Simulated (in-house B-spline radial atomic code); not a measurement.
Ionising Si VII (Si6+) with different functionals

Computed with a B-spline radial code for spherical atoms: non-relativistic Hamiltonian, point nucleus, spin-polarised at highest spin, spherical fractional occupations for the functionals, the average over the highest-spin determinants for Hartree-Fock. The ionisation energy is the difference of two self-consistent energies, [He] 2s2 2p4 → [He] 2s2 2p3, without Breit or QED terms; ε is the level of the shell that loses the electron (its least bound occupied spin orbital).

Hybrids are left out here: with spherical fractional occupations of an open shell their exact exchange keeps a self-interaction that integer-occupation calculations don't have.

| method | rung | ΔSCF (eV) | -ε(2p) (eV) |
| --- | --- | --- | --- |
| Hartree-Fock | Hartree-Fock | 244.50 | 246.68 |
| LDA VWN5 | LDA | 245.93 | 225.67 |
| LDA PW92 | LDA | 245.92 | 225.65 |
| LDA exchange-only | LDA | 242.83 | 222.85 |
| PBE | GGA | 245.91 | 225.60 |
| PBEsol | GGA | ? | ? |
| BLYP | GGA | 246.12 | 225.70 |
| RPBE | GGA | 245.63 | 225.42 |
| PW91 | GGA | 246.17 | 225.88 |
| BP86 | GGA | ? | ? |
| AM05 | GGA | 245.24 | 225.13 |
| OLYP | GGA | 245.24 | 225.34 |
| TPSS | meta-GGA | 245.42 | 225.56 |
| SCAN | meta-GGA | 244.57 | 225.32 |
| r2SCAN | meta-GGA | 244.48 | 225.27 |
| M06-L | meta-GGA | 244.43 | 225.02 |
| revTPSS | meta-GGA | 244.99 | 225.20 |

(1) What does PBEsol give?

(2) What does BP86 give?

(3) How do they compare with the NIST value?

## Answers

(1) ΔSCF 245.44 eV, and -ε(2p) = 225.25 eV.

(2) ΔSCF 246.16 eV, and -ε(2p) = 225.85 eV.

(3) NIST lists 246.57 eV ± 0.05 (semi-empirical, ground level to ground level). Errors run from -3.74 to -0.40 eV; PW91 is closest (-0.40 eV), though others lie within the uncertainty of it, and part of that can be cancellation, since the calculations leave out relativity, Breit-QED terms, multiplet and fine-structure energies. Hartree-Fock also lacks correlation.
